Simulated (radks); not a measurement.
The mean radii <r> (bohr) of the occupied orbitals of an atom or ion are listed with their occupations. All-electron calculation, scalar-relativistic Kohn-Sham, PBE, spin-polarised, spherical densities, finite nucleus; Fermi nuclear charge, rms radius of each element as measured or else 0.836 A^(1/3) + 0.57 fm. Program: a radial shooting solver on a logarithmic mesh with Libxc functionals.

| orbital | occ. | <r> |
|---|---|---|
| 1s up | 1 | 0.02410 |
| 1s down | 1 | 0.02410 |
| 2s up | 1 | 0.1031 |
| 2s down | 1 | 0.1031 |
| 2p up | 3 | 0.09055 |
| 2p down | 3 | 0.09055 |
| 3s up | 1 | 0.2724 |
| 3s down | 1 | 0.2723 |
| 3p up | 3 | 0.2705 |
| 3p down | 3 | 0.2704 |
| 3d up | 5 | 0.2476 |
| 3d down | 5 | 0.2475 |
| 4s up | 1 | 0.6215 |
| 4s down | 1 | 0.6213 |
| 4p up | 3 | 0.6578 |
| 4p down | 3 | 0.6576 |
| 4d up | 5 | 0.7230 |
| 4d down | 5 | 0.7230 |
| 5s up | 1 | 1.467 |
| 5s down | 1 | 1.475 |
| 5p up | 3 | 1.683 |
| 5p down | 3 | 1.692 |
| 4f up | 2 | 1.014 |
| 6p up | 1 | 4.214 |

Name the element and its charge. Open shells, if any, are filled with parallel spins first.

Answer. Z = 59, praseodymium, charge +2: Pr2+ in [Xe] 4f2 6p1. The 1s radius gives Z: for a bare nucleus <r> = (2 gamma + 1)/(2Z) with gamma = sqrt(1 - (Z/c)^2), 0.02377 bohr for Z = 59, and screening makes it slightly larger (0.02410 here). The occupations add up to 57, and the charge is Z minus that.
